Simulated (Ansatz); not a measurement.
The same molecule with X = B, Al, Ga. Ansatz, PBE0-D4/def2-TZVP geometries, multiplicity 1. Each molecule was computed in one conformer, which needn't be the lowest.

Scalar relativity is left out up to krypton.

```json
{"X": "B", "molecule": "`CB(N)S`", "mean X–C bond length / Å": "1.572", "mean X–N bond length / Å": "1.397", "mean X–S bond length / Å": "1.828", "LUMO energy (PBE/def2-TZVPP) / eV": "-0.33", "HOMO energy (B3LYP/def2-TZVPP) / eV": "-6.82", "HOMO–LUMO gap (ωB97M-V/def2-TZVPP) / eV": "11.19"}
{"X": "Al", "molecule": "`[CH3][Al]([NH2])[SH]`", "mean X–C bond length / Å": "1.943", "mean X–N bond length / Å": "1.767", "mean X–S bond length / Å": "2.196", "LUMO energy (PBE/def2-TZVPP) / eV": "-0.70", "HOMO energy (B3LYP/def2-TZVPP) / eV": "-6.91", "HOMO–LUMO gap (ωB97M-V/def2-TZVPP) / eV": "10.90"}
```

(1) Give the row for X = Ga, `[CH3][Ga]([NH2])[SH]`. (Estimate.)

Answers

(1) Ansatz gave: 
```json
{"X": "Ga", "molecule": "`[CH3][Ga]([NH2])[SH]`", "mean X–C bond length / Å": "1.955", "mean X–N bond length / Å": "1.815", "mean X–S bond length / Å": "2.213", "LUMO energy (PBE/def2-TZVPP) / eV": "-0.74", "HOMO energy (B3LYP/def2-TZVPP) / eV": "-6.76", "HOMO–LUMO gap (ωB97M-V/def2-TZVPP) / eV": "10.97"}
```

From B to Ga the mean X–C bond length rises at each step, by 0.383 Å in all; the mean X–N bond length rises at each step, by 0.418 Å in all; the mean X–S bond length rises at each step, by 0.385 Å in all; the LUMO energy (PBE/def2-TZVPP) falls at each step, by 0.41 eV in all; the HOMO energy (B3LYP/def2-TZVPP) isn't monotonic: highest at Ga, lowest at Al; the HOMO–LUMO gap (ωB97M-V/def2-TZVPP) isn't monotonic: highest at B, lowest at Al.

B3LYP here is the variant with VWN-RPA as its local correlation; programs differ in this.
